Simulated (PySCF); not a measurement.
# Ionisation energy of Tl by level of theory

Tl [Xe] 4f14 5d10 6s2 6p1 [6p1/2^1, M_J = 1/2] → Tl+ [Xe] 4f14 5d10 6s2, as a difference of total energies. All numbers are calculated (PySCF 2.14, the two-component X2C-1e Hamiltonian, in x2c-SVPall-2c). Correlated levels: [Kr] 4d10 4f14 frozen; the 22 highest virtual spinors dropped. "Screened" scales the spin-orbit matrix elements by Boettger's factors to mimic the two-electron term; Breit and QED terms are absent.

```json
{"method": "GHF (spin-free)", "ionisation energy (eV)": "4.926", "error (eV)": "-1.182"}
{"method": "GMP2 (spin-free)", "ionisation energy (eV)": "5.053", "error (eV)": "-1.055"}
{"method": "GHF (screened spin-orbit)", "ionisation energy (eV)": "5.675", "error (eV)": "-0.433"}
{"method": "GMP2 (screened spin-orbit)", "ionisation energy (eV)": "5.734", "error (eV)": "-0.374"}
```

Reference: 6.108 eV (measured; NIST Atomic Spectra Database, ionization energies).

The spin-free rows lack the spin-orbit shift.

Errors of the correlated levels include the incompleteness of this basis and the frozen core.
